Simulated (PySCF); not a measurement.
System: Al2O, singlet: symmetric bend, bond length relaxed. Scanned: Al-O-Al angle. Other coordinates (O-Al bond length) were minimised at B3LYP/def2-TZVP.

The free coordinates were minimised at B3LYP/def2-TZVP in PySCF; the energy column is CCSD(T) on RHF/cc-pVTZ, 11 core orbitals frozen run with PySCF, in kJ/mol.

```tsv
a / °	O-Al bond length / Å	E
180	1.711	0.0
170	1.711	0.5
160	1.713	2.0
150	1.715	4.7
140	1.719	9.1
130	1.723	16.1
120	1.730	26.9
110	1.739	43.3
100	1.753	68.1
90	1.777	106.6
80	1.822	168.8
```
